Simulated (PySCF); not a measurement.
Atomic charges by several schemes

Species: C4H9ClSi2.
Geometry (GFN2-xTB, Å), atoms numbered from 1 in this order:
```
atom  x, y, z in Å
Cl1    2.3802    2.1535    0.7880
C2     1.0518    1.1929    0.1693
C3    -0.1472    1.7437    0.0477
Si4   -1.6694    0.8106   -0.5572
Si5   -1.1732   -1.3880   -0.0565
C6     0.6197   -1.2667    0.5932
C7     1.4396   -0.2168   -0.1709
H8    -0.2644    2.7776    0.3410
H9    -2.8266    1.4078    0.1218
H10   -1.8413    1.0964   -1.9899
H11   -1.9882   -2.0585    0.9637
H12   -1.1595   -2.2817   -1.2255
H13    0.6293   -1.0134    1.6542
H14    1.1266   -2.2279    0.5015
H15    1.3153   -0.3709   -1.2477
H16    2.4998   -0.3497    0.0557
```

Density: PBE0/pcSseg-1 (PySCF); schemes: Mulliken, IAO, Hirshfeld and ESP-fitted. Isolated species at its GFN2-xTB geometry (one conformer only).

Which atoms carry the lowest charge in the Mulliken, IAO, Hirshfeld and ESP-fitted schemes?

The schemes don't all agree: Mulliken C6 (-0.495); IAO C6 (-0.518); Hirshfeld C3 (-0.165); ESP-fitted C6 (-0.249).

At which atom do the 4 schemes differ most?

At C6: from -0.518 (IAO) to -0.152 e (Hirshfeld), 0.366 e apart.

What partial charge does each atom carry?

In e:

```tsv
atom	environment	Mulliken	IAO	Hirshfeld	ESP-fitted
Cl1	vinyl chlorine	-0.091	-0.058	-0.043	-0.090
C2	vinylic C–Cl carbon	-0.248	+0.027	+0.036	-0.106
C3	alkene CH carbon	-0.263	-0.452	-0.165	-0.244
Si4	SiH2 silicon	+0.397	+0.445	+0.243	+0.298
Si5	SiH2 silicon	+0.303	+0.441	+0.246	+0.210
C6	sp3 carbon bound to silicon	-0.495	-0.518	-0.152	-0.249
C7	allylic carbon	-0.150	-0.268	-0.074	+0.062
H8	vinylic hydrogen	+0.127	+0.171	+0.044	+0.154
H9	Si–H hydrogen	-0.055	-0.097	-0.074	-0.086
H10	Si–H hydrogen	-0.043	-0.101	-0.076	-0.088
H11	Si–H hydrogen	-0.046	-0.098	-0.075	-0.079
H12	Si–H hydrogen	-0.044	-0.105	-0.079	-0.082
H13	methylene hydrogen	+0.152	+0.151	+0.038	+0.104
H14	methylene hydrogen	+0.152	+0.154	+0.045	+0.085
H15	methylene hydrogen	+0.160	+0.148	+0.046	+0.064
H16	methylene hydrogen	+0.143	+0.159	+0.039	+0.045
```

Mean size of the charges over all atoms: IAO 0.212 e, Mulliken 0.179 e, ESP-fitted 0.128 e, Hirshfeld 0.092 e. Each set sums to the total charge, 0, to within 0.001 e. The ESP scheme fits charges at the nuclei, held to the total charge, to the electrostatic potential on points at 1.4 to 2.0 times the van der Waals radii.

How closely do the schemes follow one another over all atoms?

Correlation coefficient and root-mean-square difference: IAO with Hirshfeld 0.95, 0.158 e; Mulliken with IAO 0.93, 0.101 e; Mulliken with ESP-fitted 0.91, 0.105 e; IAO with ESP-fitted 0.89, 0.147 e; Hirshfeld with ESP-fitted 0.89, 0.071 e; Mulliken with Hirshfeld 0.85, 0.137 e.

Sum the charges by element, for elements with more than one atom.

```json
{"element": "C", "atoms": "4", "Mulliken": "-1.156", "IAO": "-1.210", "Hirshfeld": "-0.354", "ESP-fitted": "-0.537"}
{"element": "Si", "atoms": "2", "Mulliken": "+0.700", "IAO": "+0.886", "Hirshfeld": "+0.489", "ESP-fitted": "+0.508"}
{"element": "H", "atoms": "9", "Mulliken": "+0.546", "IAO": "+0.382", "Hirshfeld": "-0.091", "ESP-fitted": "+0.118"}
```
